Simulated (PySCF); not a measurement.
SMILES [O]([Ge]([CH]=C)([O]C)[CH]=C)C, singlet, GFN2-xTB optimised geometry.

```
21

C      2.03    -0.87    -0.88
C      1.28    -0.23     0.00
Ge    -0.69    -0.23     0.00
C     -1.61    -1.26    -1.43
C     -1.36    -2.53    -1.71
O     -1.12     1.48     0.00
C     -2.32     2.05     0.50
O     -1.35    -0.78     1.58
C     -1.39    -2.11     2.03
H      1.60    -1.44    -1.68
H      3.11    -0.84    -0.84
H      1.74     0.35     0.79
H     -2.37    -0.74    -1.99
H     -0.61    -3.09    -1.17
H     -1.90    -3.07    -2.47
H     -2.65     1.55     1.41
H     -3.11     2.00    -0.25
H     -2.10     3.09     0.73
H     -1.88    -2.77     1.31
H     -1.96    -2.11     2.96
H     -0.39    -2.50     2.23
```

Density from B3LYP/def2-SVP (PySCF) at that geometry.

Minimum of the electron density along straight lines between bonded atoms, close to the bond critical point (lines longer than 1.1 times the sum of covalent radii, or with two minima, are not listed):

| bond | length / Å | ρ at the minimum / e bohr⁻³ | ∇²ρ there / e bohr⁻⁵ | position (fraction from the first atom) |
|---|---|---|---|---|
| C1–C2 | 1.320 | 0.348 | -0.95 | 0.50 |
| C2–Ge3 | 1.976 | 0.126 | 0.03 | 0.53 |
| Ge3–C4 | 1.992 | 0.122 | 0.03 | 0.47 |
| C4–C5 | 1.321 | 0.347 | -0.95 | 0.50 |
| Ge3–O6 | 1.759 | (withheld) | (withheld) | 0.47 |
| O6–C7 | 1.414 | 0.250 | -0.39 | 0.66 |
| Ge3–O8 | 1.797 | 0.130 | (withheld) | 0.47 |
| O8–C9 | 1.406 | 0.257 | -0.42 | 0.66 |
| C1–H10 | 1.079 | 0.285 | -1.10 | 0.64 |
| C1–H11 | 1.080 | 0.283 | -1.09 | 0.64 |
| C2–H12 | 1.082 | 0.280 | -1.06 | 0.63 |
| C4–H13 | 1.082 | 0.280 | -1.05 | 0.63 |
| C5–H14 | 1.079 | 0.284 | -1.09 | 0.63 |
| C5–H15 | 1.081 | 0.282 | -1.08 | 0.64 |
| C7–H16 | 1.090 | 0.284 | -1.10 | 0.64 |
| C7–H17 | 1.093 | 0.281 | -1.06 | 0.63 |
| C7–H18 | 1.091 | 0.283 | -1.08 | 0.64 |
| C9–H19 | 1.093 | 0.281 | -1.06 | 0.63 |
| C9–H20 | 1.092 | 0.282 | -1.08 | 0.64 |
| C9–H21 | 1.093 | 0.281 | -1.06 | 0.63 |

Task: What belongs in the gaps?

Result: 
- Ge3–O6, ρ at the minimum / e bohr⁻³: 0.142
- Ge3–O6, ∇²ρ there / e bohr⁻⁵: 0.71
- Ge3–O8, ∇²ρ there / e bohr⁻⁵: 0.60
